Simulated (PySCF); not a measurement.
**Electronic structure of Be³⁺ (beryllium, charge +3) at the M06-2X level**

Configuration: 1s1, 2S determinant. Calculation: PySCF 2.14, in x2c-TZVPall (5s3p1d, 19 functions); the spin-free X2C one-electron Hamiltonian (Gaussian nucleus).

```
Total energy                        : -7.9923 hartree
One-electron energy                 : -7.9978 hartree
Hartree (Coulomb) energy            : 1.2417 hartree
Exchange-correlation energy         : -1.2362 hartree
⟨S²⟩                                : 0.7500
⟨L²⟩                                : 0.000
Sum of ⟨r⟩                          : 0.3793 bohr
Sum of ⟨r²⟩                         : 0.1944 bohr²
Langevin diamagnetic susceptibility : -0.154 ×10⁻⁶ cm³/mol
Time after the integrals            : 0.03 s of wall time on 1 thread of Intel(R) Xeon(R) 6975P-C (shared host)
```

```csv
shell,electrons,mean orbital energy (hartree),"rms radius, mean of both spins (bohr)"
1s α,1,-7.50608,0.441
```

For one electron the Hartree and exchange-correlation energies should cancel; what remains is the self-interaction error.
